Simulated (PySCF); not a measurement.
**`CC1=C(F)C=C[SiH2]1`: 4 charge schemes on one density**

C₅H₇FSi.
Numbering: `[CH3:1][C:2]1=[C:3]([F:4])[CH:5]=[CH:6][SiH2:7]1` (hydrogens: H8, H9, H10 on C1; H11 on C5; H12 on C6; H13, H14 on Si7)

Structure used (GFN2-xTB), in Å, numbered top down from 1:
```
atom  x, y, z in Å
C1     2.1017    0.1077   -0.0690
C2     0.6138    0.0685   -0.0116
C3    -0.1695    1.1073    0.3034
F4     0.3053    2.3384    0.6119
C5    -1.6106    0.9219    0.3203
C6    -2.0290   -0.3095    0.0094
Si7   -0.5326   -1.3993   -0.3534
H8     2.4466   -0.1583   -1.0682
H9     2.4791    1.0980    0.1811
H10    2.5237   -0.6165    0.6278
H11   -2.2439    1.7590    0.5743
H12   -3.0723   -0.5728   -0.0124
H13   -0.4616   -1.8558   -1.7410
H14   -0.3514   -2.4891    0.6053
```

Density: PBE0/pcSseg-1 (PySCF); schemes: Mulliken, IAO, Hirshfeld and ESP-fitted. Geometry: GFN2-xTB; no solvent, vibrations or thermal averaging.

Problem. Tabulate the Mulliken, IAO, Hirshfeld and ESP-fitted charges.

Solution. In e; atoms taken as equivalent share a row and are averaged (×n: the atom named and its like, n in all):

| atom | environment | Mulliken | IAO | Hirshfeld | ESP-fitted |
| --- | --- | --- | --- | --- | --- |
| C1 | allylic carbon | -0.148 | -0.419 | -0.123 | -0.483 |
| C2 | fully substituted alkene carbon | -0.645 | -0.315 | -0.110 | -0.125 |
| C3 | vinylic C–F carbon | +0.345 | +0.270 | +0.075 | +0.272 |
| F4 | vinyl fluorine | -0.283 | -0.275 | -0.086 | -0.183 |
| C5 | alkene CH carbon | -0.111 | -0.150 | -0.049 | -0.199 |
| C6 | alkene CH carbon | -0.373 | -0.431 | -0.143 | -0.462 |
| Si7 | SiH2 silicon | +0.771 | +0.758 | +0.339 | +0.528 |
| H8/H9/H10 | methyl hydrogen | +0.125 | +0.152 | +0.043 | +0.150 |
| H11 | vinylic hydrogen | +0.106 | +0.164 | +0.056 | +0.186 |
| H12 | vinylic hydrogen | +0.112 | +0.160 | +0.045 | +0.207 |
| H13/H14 | Si–H hydrogen | -0.074 | -0.109 | -0.067 | -0.097 |

Mean size of the charges over all atoms: IAO 0.258 e, Mulliken 0.244 e, ESP-fitted 0.235 e, Hirshfeld 0.092 e. Each set sums to the total charge, 0, to within 0.001 e. The IAO scheme projects the occupied orbitals on a minimal set of polarised atomic orbitals and counts the electrons in each atom's part of it.

Lowest charge. The schemes don't all agree: Mulliken C2 (-0.645); IAO C6 (-0.431); Hirshfeld C6 (-0.143); ESP-fitted C1 (-0.483).

Highest charge. All schemes agree: Mulliken Si7 (+0.771); IAO Si7 (+0.758); Hirshfeld Si7 (+0.339); ESP-fitted Si7 (+0.528).

Problem. Sum the charges by element, for elements with more than one atom.

Solution. 
```json
{"element": "C", "atoms": "5", "Mulliken": "-0.932", "IAO": "-1.045", "Hirshfeld": "-0.351", "ESP-fitted": "-0.996"}
{"element": "H", "atoms": "7", "Mulliken": "+0.444", "IAO": "+0.563", "Hirshfeld": "+0.098", "ESP-fitted": "+0.651"}
```

Problem. How many electrons does the Hirshfeld scheme count on C1?

Solution. Z − q = 6 − (-0.123) = 6.123.
